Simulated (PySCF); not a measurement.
## Simulated absorption spectrum

C3H3F2NO.
SMILES: `N1[C@H](OC(F)F)C=1`

Method used: PySCF, TDDFT PBE0/def2-SVPD, vertical, gas phase, core orbitals frozen in the response. Geometry: GFN2-xTB, one conformer, isolated molecule. Torsions of this conformer, `[F:1][CH:2]([F:3])[O:4][C@@H:5]1[CH:6]=[N:7]1`: F1–C2–O4–C5 -165°, C2–O4–C5–C6 125°.

Broadening: Gaussians 0.25 eV wide at half height, area fixed by f = 4.319×10⁻⁹ ∫ε dν̃. The cross-section is σ = 3.8235×10⁻²¹ ε cm², given in Mb (10⁻¹⁸ cm²). The width is an assumption, not a result. The curve ends short of the highest state used, and states not computed would add to its high-energy end.

```tsv
E (eV)	σ (Mb)
4.62	0.00
4.73	0.01
4.84	0.08
4.95	0.22
5.06	0.20
5.17	0.06
5.27	0.01
5.38	0.00
5.49	0.00
5.60	0.00
5.71	0.00
5.82	0.00
5.93	0.00
6.04	0.00
6.14	0.00
6.25	0.00
6.36	0.00
6.47	0.06
6.58	0.27
6.69	0.41
6.80	0.21
6.91	0.04
7.01	0.00
7.12	0.00
7.23	0.00
7.34	0.00
7.45	0.03
7.56	0.77
7.67	5.88
7.78	15.47
```

Q: Where are the band maxima, and which computed states make them?

A: 248 nm (5.00 eV), ε about 64, made up of S1 (100%); 186 nm (6.68 eV), ε about 110, made up of S2 (100%) (ε in L mol⁻¹ cm⁻¹; maxima over ε = 5, shares over 10%). At its high-energy end, 7.78 eV, the curve is still rising (ε about 4000, from S3). The states used: S1 5.00 eV (f 0.0006); S2 6.68 eV (f 0.0010); S3 7.82 eV (f 0.041); S4 8.20 eV (f 0.013); S5 8.30 eV (f 0.0031); S6 8.38 eV (f 0.0035).

Q: On this curve, what absorbance would a 10⁻³ mol/L sample give at 254 nm over a 1 cm path?

A: 254 nm is 4.881 eV, where ε is about 35 L mol⁻¹ cm⁻¹, so A = ε c l ≈ 0.035 (Beer–Lambert, with the gas-phase spectrum and the assumed width).

Q: What would ε be at 6.68 eV, the highest of these maxima, with half the width (0.125 eV)?

A: About 213 L mol⁻¹ cm⁻¹ against 107, a factor of about 2.00; a lone state at its own centre would give exactly 2.

Q: Coming from long wavelengths, where does ε first pass 100 L mol⁻¹ cm⁻¹?

A: At about 187 nm (6.64 eV), 1.64 eV above S1.
